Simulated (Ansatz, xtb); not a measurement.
# Relative energy of two structures of H4In2Si

Structure X: `[SiH3][InH][In]`, a triplet. Structure Y: a singlet given by its coordinates. Both are isolated molecules in the gas phase, relaxed with PBE0-D3(BJ)/def2-SVP.

X (Å):

```xyz
7

In    0.2298   -0.9315   -0.2716
In   -2.3173   -0.1601    0.7566
Si   -0.8796   -0.8575   -2.5973
H    -0.2879    0.1572   -3.5267
H    -0.9082   -2.1773   -3.3049
H    -2.3104   -0.4543   -2.3553
H     1.7514   -1.2666    0.4525
```

Y (Å):

```yaml
atoms:
  - { symbol: In, position_ang: [-1.5071, -0.6555, -0.3090] }
  - { symbol: In, position_ang: [-0.1707, -0.3205, 2.3715] }
  - { symbol: Si, position_ang: [-0.9662, -0.9839, -2.9132] }
  - { symbol: H, position_ang: [-0.1652, 0.1612, -3.4645] }
  - { symbol: H, position_ang: [-0.1721, -2.2336, -3.1664] }
  - { symbol: H, position_ang: [-2.2066, -1.0846, -3.7526] }
  - { symbol: H, position_ang: [0.4656, -0.5732, 0.3875] }
```

Close contacts (Å): In1–In2 3.01, In1–Si3 2.68, In1–H7 2.09, In2–H7 2.10, Si3–H4 1.50, Si3–H5 1.50, Si3–H6 1.50.

Q: Which of the two would you expect CCSD(T)/def2-TZVP electronic energies to favour?

A: Structure Y; the calculation gives E(Y) − E(X) = −13.5 kcal/mol.

The same difference at several levels:

```
               level              geometry  E(Y) − E(X) (kcal/mol)  departure from the last row (kcal/mol)  job, with rough time for the two
PBE0-D3(BJ)/def2-SVP  PBE0-D3(BJ)/def2-SVP                     −13.7                                    −0.1                optimisation, 95 s
        HF/def2-TZVP  PBE0-D3(BJ)/def2-SVP                      −4.3                                    +9.2           part of the CCSD(T) run
       MP2/def2-TZVP  PBE0-D3(BJ)/def2-SVP                     −13.2                                    +0.3           part of the CCSD(T) run
   CCSD(T)/def2-TZVP  PBE0-D3(BJ)/def2-SVP                     −13.5                                                        single point, 97 s
```

The levels shown agree on the order. The largest departure from CCSD(T)/def2-TZVP is that of HF/def2-TZVP, 9.2 kcal/mol. Levels run at GFN2-xTB geometries aren't shown. The triplet state of X needn't be its ground state.

With harmonic frequencies from PBE0-D3(BJ)/def2-SVP (ideal gas, rigid rotor, one conformer each, 298.15 K, 1 atm): on the last row, ΔE + ΔZPE = −14.6 kcal/mol. A mode under 50 cm⁻¹ makes harmonic enthalpies and free energies unreliable, so none is given.

Open shells are spin-unrestricted. The correlated steps freeze 13 core orbitals; the filled d shell of In is correlated, in a basis made for valence electrons. Atoms past krypton carry core potentials in the def2 sets and no spin–orbit term is included. ΔG holds the spin degeneracy. Programs: Ansatz 0.2.0; the last row on 2 threads of Intel(R) Xeon(R) 6975P-C (Granite Rapids) on a shared host.
